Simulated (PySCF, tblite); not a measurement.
Isomers of C7H15NSi, one GFN2-xTB conformer each. Single-point energies are computed at PBE0/pcSseg-1 (PySCF, gas phase, no added dispersion term), electronic only.

| SMILES | GFN2-xTB relative energy (kcal/mol) |
| --- | --- |
| C[C@H]1C[Si@H](NC2CC2)C1 | 31.4 |
| C=CC[C@H]1CCN([SiH3])C1 | 7.5 |
| C1CC([C@@H]2CN[SiH2]C2)C1 | 3.8 |
| CC1=CC[C@@H](C)[C@H]1N[SiH3] | 0.0 |
| C=C([SiH3])/C=N/C(C)(C)C | 40.2 |
| C=C1C[C@@H](CC)[C@@H]1N[SiH3] | 17.6 |
| C=C[SiH2]C[C@@](C)(N)C=C | 70.3 |

Conformers: `[CH3:1][C@H:2]1[CH2:3][Si@H:4]([NH:5][CH:6]2[CH2:7][CH2:8]2)[CH2:9]1` with C3–Si4–N5–C6 83°, Si4–N5–C6–C7 -73°, C1–C2–C3–Si4 104°, C2–C3–Si4–N5 120°, N5–C6–C7–C8 110°, C3–Si4–C9–C2 -11°; `[CH2:1]=[CH:2][CH2:3][C@H:4]1[CH2:5][CH2:6][N:7]([SiH3:8])[CH2:9]1` with C1–C2–C3–C4 -117°, C2–C3–C4–C5 -64°, C3–C4–C5–C6 111°, C4–C5–C6–N7 -15°, C5–C6–N7–Si8 -161°, C6–N7–C9–C4 -42°; `[CH2:1]1[CH2:2][CH:3]([C@@H:4]2[CH2:5][NH:6][SiH2:7][CH2:8]2)[CH2:9]1` with C2–C3–C4–C5 -67°, C9–C1–C2–C3 12°, C1–C2–C3–C4 -132°, C3–C4–C5–N6 -166°, C4–C5–N6–Si7 30°; `[CH3:1][C:2]1=[CH:3][CH2:4][C@@H:5]([CH3:6])[C@H:7]1[NH:8][SiH3:9]` with C5–C7–N8–Si9 -141°, C2–C3–C4–C5 13°, C3–C4–C5–C6 -148°, C4–C5–C7–N8 -95°, C1–C2–C7–C5 166°; `[CH2:1]=[C:2]([SiH3:3])/[CH:4]=[N:5]/[C:6]([CH3:7])([CH3:8])[CH3:9]` with C1–C2–C4–N5 180°; `[CH2:1]=[C:2]1[CH2:3][C@@H:4]([CH2:5][CH3:6])[C@@H:7]1[NH:8][SiH3:9]` with C3–C4–C5–C6 174°, C4–C7–N8–Si9 157°, C1–C2–C3–C4 -161°, C2–C3–C4–C5 -131°, C3–C4–C7–N8 133°, C1–C2–C7–C4 161°; `[CH2:1]=[CH:2][SiH2:3][CH2:4][C@@:5]([CH3:6])([NH2:7])[CH:8]=[CH2:9]` with C1–C2–Si3–C4 11°, C2–Si3–C4–C5 167°, Si3–C4–C5–C6 50°, C4–C5–N7–H 179° and 60°, C4–C5–C8–C9 -114°.

Task: What does PBE0/pcSseg-1 give for the same structures?

Result: 
```json
{"SMILES": "CC1=CC[C@@H](C)[C@H]1N[SiH3]", "PBE0/pcSseg-1 E (Eh)": "-619.44070", "PBE0/pcSseg-1 (kcal/mol)": "0.0", "GFN2-xTB (kcal/mol)": "0.0", "point group": "C1"}
{"SMILES": "C1CC([C@@H]2CN[SiH2]C2)C1", "PBE0/pcSseg-1 E (Eh)": "-619.43974", "PBE0/pcSseg-1 (kcal/mol)": "0.6", "GFN2-xTB (kcal/mol)": "3.8", "point group": "C1"}
{"SMILES": "C[C@H]1C[Si@H](NC2CC2)C1", "PBE0/pcSseg-1 E (Eh)": "-619.41881", "PBE0/pcSseg-1 (kcal/mol)": "13.7", "GFN2-xTB (kcal/mol)": "31.4", "point group": "C1"}
{"SMILES": "C=CC[C@H]1CCN([SiH3])C1", "PBE0/pcSseg-1 E (Eh)": "-619.41833", "PBE0/pcSseg-1 (kcal/mol)": "14.0", "GFN2-xTB (kcal/mol)": "7.5", "point group": "C1"}
{"SMILES": "C=C1C[C@@H](CC)[C@@H]1N[SiH3]", "PBE0/pcSseg-1 E (Eh)": "-619.40604", "PBE0/pcSseg-1 (kcal/mol)": "21.7", "GFN2-xTB (kcal/mol)": "17.6", "point group": "C1"}
{"SMILES": "C=C([SiH3])/C=N/C(C)(C)C", "PBE0/pcSseg-1 E (Eh)": "-619.40037", "PBE0/pcSseg-1 (kcal/mol)": "25.3", "GFN2-xTB (kcal/mol)": "40.2", "point group": "Cs"}
{"SMILES": "C=C[SiH2]C[C@@](C)(N)C=C", "PBE0/pcSseg-1 E (Eh)": "-619.39060", "PBE0/pcSseg-1 (kcal/mol)": "31.4", "GFN2-xTB (kcal/mol)": "70.3", "point group": "C1"}
```

Both levels put the same isomer lowest; measured from each level's own lowest isomer, the values differ by up to 38.9 kcal/mol (C=C[SiH2]C[C@@](C)(N)C=C: 70.3 against 31.4). As drawn, the highest has an Si–C bond, which the lowest lacks. Neighbours under 2.5 kcal/mol apart (CC1=CC[C@@H](C)[C@H]1N[SiH3] and C1CC([C@@H]2CN[SiH2]C2)C1; C[C@H]1C[Si@H](NC2CC2)C1 and C=CC[C@H]1CCN([SiH3])C1) can change places with a better method, another conformer or zero-point energy.

Task: Which frontier levels, dipoles and rotational constants go with these structures?

Result: 
```tsv
SMILES	HOMO (eV, PBE0/pcSseg-1)	LUMO (eV)	dipole (D)	A, B, C (MHz)
CC1=CC[C@@H](C)[C@H]1N[SiH3]	-6.53	0.49	0.81	1727, 1142, 751.5
C1CC([C@@H]2CN[SiH2]C2)C1	-6.45	0.91	0.86	3607, 735.4, 642.1
C[C@H]1C[Si@H](NC2CC2)C1	-6.37	1.02	1.20	3606, 688.8, 648.1
C=CC[C@H]1CCN([SiH3])C1	-6.12	0.55	1.22	1715, 1238, 873.1
C=C1C[C@@H](CC)[C@@H]1N[SiH3]	-6.55	0.15	0.99	1524, 1072, 667.3
C=C([SiH3])/C=N/C(C)(C)C	-7.19	-1.34	2.30	2263, 788.0, 675.7
C=C[SiH2]C[C@@](C)(N)C=C	-6.99	-0.20	0.94	2251, 687.7, 669.3
```

Task: What happens when harmonic zero-point energies from GFN2-xTB frequencies are added?

Result: 
| SMILES | ZPE (kcal/mol) | electronic (kcal/mol) | with ZPE (kcal/mol) |
| --- | --- | --- | --- |
| CC1=CC[C@@H](C)[C@H]1N[SiH3] | 125.6 | 0.0 | 0.0 |
| C1CC([C@@H]2CN[SiH2]C2)C1 | 129.2 | 0.6 | 4.2 |
| C[C@H]1C[Si@H](NC2CC2)C1 | 128.9 | 13.7 | 17.0 |
| C=CC[C@H]1CCN([SiH3])C1 | 126.1 | 14.0 | 14.5 |
| C=C1C[C@@H](CC)[C@@H]1N[SiH3] | 125.2 | 21.7 | 21.3 |
| C=C([SiH3])/C=N/C(C)(C)C | 123.0 | 25.3 | 22.7 |
| C=C[SiH2]C[C@@](C)(N)C=C | 124.6 | 31.4 | 30.4 |

The zero-point energies span 6.2 kcal/mol. The lowest isomer stays, but the order above it changes.
